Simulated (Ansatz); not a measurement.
Mulliken charges of FGeHS, SMILES `[F][Ge][SH]` from B3LYP/def2-TZVPP in Ansatz (PBE0-D4/def2-TZVP geometry).

| atom | x (Å) | y (Å) | z (Å) | charge (e) |
| --- | --- | --- | --- | --- |
| F1 | -1.911 | 0.471 | 0.575 | -0.383 |
| Ge2 | -0.304 | -0.064 | 1.042 | 0.544 |
| S3 | 0.532 | -0.027 | -1.031 | -0.267 |
| H4 | 1.739 | -0.440 | -0.606 | 0.106 |

Question: By hand: the dipole of these point charges (1 e Å = 4.8032 D).

Answer: Σ q r = (0.609, -0.255, 0.558) e Å, of length 0.864 e Å = 4.15 D.

Question: How does the dipole of the full density compare? (An estimate is asked.)

Answer: The calculation gave: (0.436, -0.164, 0.268) e Å, 2.58 D; the point charges give 1.61 times that, at 10° from its direction.

Point charges leave out the atoms' own dipoles, such as those of lone pairs, and Mulliken's split depends on the basis, so the two needn't agree.

B3LYP here is the variant with VWN-RPA as its local correlation; programs differ in this.
